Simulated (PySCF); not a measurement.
Gas-phase reaction: 2 MoOF4 + 4 F = 2 MoF6 + O2

Method: PySCF energies plus ideal-gas RRHO corrections (1 bar). † marks an energy on the PBE0/def2-TZVP geometry and frequencies; other levels use their own. MP2 freezes the core. Open shells (unrestricted): F (multiplicity 2), O2 (multiplicity 3); the rest are closed-shell singlets. Spin-orbit splitting is ignored; it lowers the true energy and changes the entropy of F. B3LYP is the form with VWN-RPA correlation. Mo: scalar-relativistic def2 core potential, no spin-orbit coupling. MP2 isn't extrapolated to the basis-set limit.

| level | ΔH°(298 K), kJ |
|---|---|
| B3LYP/def2-TZVP† | -873 |
| HF/def2-TZVP† | -324 |
| M06-2X/def2-TZVP† | -808 |
| MP2/def2-SVP† | … |
| PBE/def2-SVP | … |
| PBE/def2-TZVP† | -1011 |
| PBE0/def2-QZVP† | -886 |
| r2SCAN/def2-TZVP† | … |
| ωB97M-V/def2-TZVP† | -869 |
| ωB97X-V/def2-TZVP† | … |

Question: Some entries are withheld; supply them.

Answer: 
- MP2/def2-SVP†, ΔH°(298 K), kJ: -727
- PBE/def2-SVP, ΔH°(298 K), kJ: -1102
- r2SCAN/def2-TZVP†, ΔH°(298 K), kJ: -955
- ωB97X-V/def2-TZVP†, ΔH°(298 K), kJ: -883
